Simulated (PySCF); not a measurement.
Compound: C2H5OSi (doublet state).
Atom-mapped SMILES: `[CH3:1][C:2](=[O:3])[SiH2:4]` (hydrogens: H5, H6, H7 on C1; H8, H9 on Si4)

Structure used (GFN2-xTB), in Å, numbered top down from 1:
```xyz
9
C2H5OSi angstrom
C     -1.291   -0.061    0.098
C      0.031    0.662   -0.047
O      0.095    1.886   -0.153
Si     1.597   -0.332   -0.086
H     -2.077    0.652    0.336
H     -1.234   -0.820    0.875
H     -1.539   -0.553   -0.842
H      2.862    0.349   -0.256
H      1.569   -1.777    0.050
```

The hyperfine couplings belong to this conformer and change with its torsions.

Level of theory: UKS B3LYP, pcH-1 on C H O Si, non-relativistic, mean-field spin-orbit, GIAO in PySCF 2.14.0. Geometry: GFN2-xTB; no solvent, vibrations or thermal averaging. The geometry wasn't refined by DFT: couplings that depend on bond lengths, twists or pyramidal angles can differ widely from those at the functional's own minimum, by a factor of two or more for some ions and for spin on atoms past the first row. The SCF solution wasn't tested for stability.

Predict the first-order ENDOR lines of H8/H9 and H5/H6/H7 under fast tumbling at B = 335.6 mT (X band).

ν± = |νn ± a/2|, one line for each electron-spin manifold; νn = |g_N| × 7.62259 MHz/T × B.

```csv
nuclei,isotope,g_N,νn (MHz),a_iso (MHz),lower line (MHz),upper line (MHz)
H8/H9,1H,5.5857,14.29,-43.73,7.58,36.15
H5/H6/H7,1H,5.5857,14.29,2.13,13.23,15.35
```

Which pairs are centred on the nuclear Larmor frequency, and which on half the coupling?

Centred on νn, since |a| < 2νn: H5/H6/H7. Centred on |a|/2 and split by 2νn: H8/H9.

At what field would the lower line of H8/H9 fall to zero frequency?

Where νn = |a|/2, that is B = 21.87 MHz/(5.5857 × 7.62259 MHz/T) = 514 mT, as far as first order holds there.

Nuclei that the bonding pattern makes equivalent are averaged, as if the motion that swaps them (rotation, inversion, ring flip) were fast. The three 1H nuclei of mean +2.1 MHz run from -1.3 to 5.7 MHz in the frozen geometry.

The largest Mulliken spin populations are on Si4 (+0.97) and O3 (+0.17). The angles at Si4 add up to 360.0°, so it is planar; its axial dipolar tensor and the negative couplings of its protons fit spin in a p orbital normal to that plane.
